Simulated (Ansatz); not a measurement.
Consider the formal exchange of groups at the Si–N bond: `CN([SiH3])[SiH2]Cl` + `C[SiH3]` → `C[SiH2][SiH2]Cl` + `CN[SiH3]`.

Isolated molecules relaxed with PBE0-D4/def2-TZVP in Ansatz; ΔE leaves out vibrations. CCSD(T)/CBS adds triple-zeta CCSD(T) − MP2 to the extrapolated MP2 energy (def2 sets, frozen cores). This one scheme is used for every species. Functionals use def2-TZVPP. HSE06 is defined as in plane-wave codes. Each species was taken in one conformer, which may not be the lowest.

`CN([SiH3])[SiH2]Cl`:

Cartesian coordinates in Å:
```
C -1.193 -0.909 0.204
N -0.080 -0.020 -0.132
Si 1.411 -0.788 -0.568
Si -0.251 1.646 0.200
Cl -0.160 2.071 2.221
H -1.268 -1.724 -0.523
H -2.142 -0.366 0.182
H -1.082 -1.350 1.200
H 1.184 -1.661 -1.752
H 2.402 0.269 -0.883
H 1.926 -1.650 0.532
H 0.848 2.386 -0.452
H -1.595 2.096 -0.231
```

`C[SiH3]`:

```xyz
8

C    -0.343    0.679    0.630
Si    0.307   -0.607   -0.564
H     0.159    1.637    0.478
H    -0.176    0.367    1.663
H    -1.415    0.831    0.490
H     0.080   -0.180   -1.971
H    -0.380   -1.911   -0.357
H     1.767   -0.815   -0.370
```

`C[SiH2][SiH2]Cl`:

Z-matrix (Å, degrees):
```
C
Si 1 1.873
H 1 1.092 2 110.9
H 1 1.092 2 110.3 3 -119.8
H 1 1.092 2 110.7 3 120.2
Si 2 2.339 1 110.4 3 62.3
H 2 1.491 1 111.2 3 -57.9
H 2 1.489 1 110.9 3 -178.1
Cl 6 2.071 2 107.9 1 53.6
H 6 1.485 2 113.2 1 172.5
H 6 1.487 2 112.4 1 -64.1
```

`CN[SiH3]`:

```xyz
10

C    -0.880   -0.442    0.992
N    -0.456    0.469   -0.049
Si    0.963    0.227   -0.983
H    -1.961   -0.381    1.146
H    -0.658   -1.469    0.690
H    -0.388   -0.270    1.958
H    -0.764    1.417    0.093
H     0.892   -1.119   -1.614
H     2.248    0.274   -0.218
H     1.003    1.295   -2.015
```

(1) Is it downhill or uphill in electronic energy at CCSD(T)/CBS, and by how much? (Best estimate.)

(2) What do these levels give: HSE06-D4, BHLYP-D4, PBE-QIDH, r2SCAN0, HF/def2-TZVPP, SCS-MP2/def2-TZVPP? (Best estimate.)

Largest T1 diagnostic among the species: 0.010.

Results:

(1) Ansatz gave: Uphill: ΔE = +18.4 kcal/mol.

(2) Ansatz gave: HSE06-D4 14.7, BHLYP-D4 19.0, PBE-QIDH 17.4, r2SCAN0 16.8, HF/def2-TZVPP 19.3, SCS-MP2/def2-TZVPP 20.6 kcal/mol.

Leaving LDA and LC-ωPBE aside and taking each functional with its dispersion term where it has one, the values, not all of them listed here, spread over 5.4 kcal/mol, from PBE-D4 to BHLYP-D4. LDA lies +2.3 kcal/mol from PBE without D4. From BLYP to BHLYP (50 % exact exchange), in def2-TZVPP and without D4, ΔE moves by +3.0 kcal/mol.
